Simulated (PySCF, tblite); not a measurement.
Isomers of C6H8NS (doublet state), one GFN2-xTB conformer each. Single-point energies are computed at B3LYP/pcH-1 (PySCF, gas phase, no added dispersion term), electronic only. GFN2-xTB treats the open shell by occupation alone, and not every SCF solution was tested for stability.

Question: Rank them by B3LYP/pcH-1 energy, lowest first (kJ/mol).
A. `[CH2:1][c:2]1[cH:3][cH:4][c:5]([NH:6][CH3:7])[s:8]1` (doublet state) with H–C1–C2–C3 180° and 0°, C4–C5–N6–C7 164°
B. `[CH2:1]=[CH:2][C:3]([CH:4]=[CH2:5])[C:6]([NH2:7])=[S:8]` (doublet state) with C1–C2–C3–C4 -149°, C2–C3–C4–C5 8°, C2–C3–C6–N7 10°, C3–C6–N7–H 17° and 173°
C. `[CH3:1][C@@H:2](/[C:3]=[CH:4]\[C:5]#[N:6])[CH2:7][SH:8]` (doublet state) with C1–C2–C3–C4 129°, C1–C2–C7–S8 -51°, C2–C7–S8–H -90°

Answer: A (0.0), B (11.7), C (143.1).

As drawn, the lowest has an N–H bond, which the highest lacks; the highest has an S–H bond, which the lowest lacks. Neighbours under 21 kJ/mol apart ([CH2]c1ccc(NC)s1 and C=C[C](C=C)C(N)=S) can change places with a better method, another conformer or zero-point energy. GFN2-xTB itself gives, in the same order: 0.0, 97.1, 243.3. Both levels put the same isomer lowest; measured from each level's own lowest isomer, the values differ by up to 100.2 kJ/mol (C[C@@H](/[C]=C\C#N)CS: 243.3 against 143.1).

Question: What happens when harmonic zero-point energies from GFN2-xTB frequencies are added?

Answer: 
```json
{"SMILES": "[CH2]c1ccc(NC)s1", "ZPE (kJ/mol)": "322.2", "electronic (kJ/mol)": "0.0", "with ZPE (kJ/mol)": "0.0"}
{"SMILES": "C=C[C](C=C)C(N)=S", "ZPE (kJ/mol)": "319.2", "electronic (kJ/mol)": "11.7", "with ZPE (kJ/mol)": "8.6"}
{"SMILES": "C[C@@H](/[C]=C\\C#N)CS", "ZPE (kJ/mol)": "311.8", "electronic (kJ/mol)": "143.1", "with ZPE (kJ/mol)": "132.7"}
```

The zero-point energies span 10.4 kJ/mol. The order is unchanged.

Question: As an exercise, what shares would exp(−E/RT) give at 298.15 K from these electronic energies alone (no entropy, no degeneracies)?

Answer: RT = 2.479 kJ/mol: [CH2]c1ccc(NC)s1 99.1 %, C=C[C](C=C)C(N)=S 0.9 %, C[C@@H](/[C]=C\C#N)CS under 0.1 %.
